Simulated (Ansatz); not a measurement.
**Worked example: a bond strength in C4F6 (SMILES FC1=C(F)C(F)(F)C1(F)F)**

The species is C4F6 (10 atoms), meant as a singlet with charge 0. SMILES: `FC1=C(F)C(F)(F)C1(F)F`. The shape was relaxed beforehand at r2SCAN/def2-SVP.

```xyz
10

F    -0.0717   -2.3316    0.7701
C    -0.0871   -1.1188    0.2811
C    -0.6117   -0.5412   -0.8193
F    -1.3150   -0.9626   -1.8381
C    -0.0968    0.8298   -0.4791
F    -1.0214    1.7740   -0.2242
F     0.8141    1.3562   -1.3186
C     0.5128    0.1586    0.7996
F     0.0206    0.6268    1.9615
F     1.8561    0.2089    0.8671
```

Wanted: the dissociation energy of the F9–C8 bond into doublet F and doublet C4F5 (shapes relaxed at r2SCAN/def2-SVP, no zero-point term). 1 Eh = 2625.50 kJ/mol = 27.2114 eV. Totals in Eh; open shells run unrestricted unless said.

```
                                    level  program         C4F6   doublet F  doublet C4F5
                            BLYP/def2-SVP   Ansatz  -750.730904  -99.628412   -650.915054
                         wB97M-V/def2-SVP   Ansatz  -750.643027  -99.614309   -650.831626
RPA@PBE/def2-SVP, 10 core orbitals frozen   Ansatz  -749.645623  -99.515495   -649.964682
```

Question: Work out the dissociation energy at each level.

Answer: 
1. BLYP/def2-SVP: (-99.628412) + (-650.915054) − (-750.730904) = 0.187438 Eh = 492.1 kJ/mol = 5.10 eV.
2. wB97M-V/def2-SVP: (-99.614309) + (-650.831626) − (-750.643027) = 0.197092 Eh = 517.5 kJ/mol = 5.36 eV.
3. RPA@PBE/def2-SVP: (-99.515495) + (-649.964682) − (-749.645623) = 0.165446 Eh = 434.4 kJ/mol = 4.50 eV.

The levels span 434 to 517 kJ/mol; no measured value is set beside them. A bond enthalpy at 298 K also holds the loss of zero-point energy and thermal terms.
